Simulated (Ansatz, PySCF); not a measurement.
This PySCF input computes a PBE/def2-TZVPD energy:

```python
from pyscf import gto, scf, dft

mol = gto.M(
    atom='''
    K    -0.00000000   -0.00000000   -2.51529452
    K     0.00000000    0.00000000    2.51529452
    ''',
    basis='def2-tzvpd',
    charge=1,
    spin=1,
    symmetry='D2h',
    verbose=4,
)

mf = dft.UKS(mol, xc='pbe').density_fit(auxbasis='def2-universal-jkfit')
mf.grids.level = 3
mf.conv_tol = 1e-9
mf.max_cycle = 100
mf.max_memory = 1500
mf.kernel()
if not mf.converged:
    mf = mf.newton()
    mf.kernel(mf.make_rdm1())
mf.analyze()
```

**Question.** Write an input for the same energy in Ansatz (a program for electronic structure) and say what it gives.

**Answer.** 
Ansatz 0.2 input:
```yaml
crystal:
  periodic: [false, false, false]
  atoms:
    - {symbol: K, position_ang: [-0.00000000, -0.00000000, -2.51529452]}
    - {symbol: K, position_ang: [0.00000000, 0.00000000, 2.51529452]}
basis:
  gaussian:
    orbitals: def2-TZVPD
hamiltonian:
  xc: {name: PBE}
total_charge: 1
magnetization: {spin_polarized: true, initial_magnetization: 1}
output: {forces: true}
```
It gives -1199.25095 Eh, and PySCF -1199.25101 Eh, a difference of 0.06 mEh, from the treatment of integrals and grids.
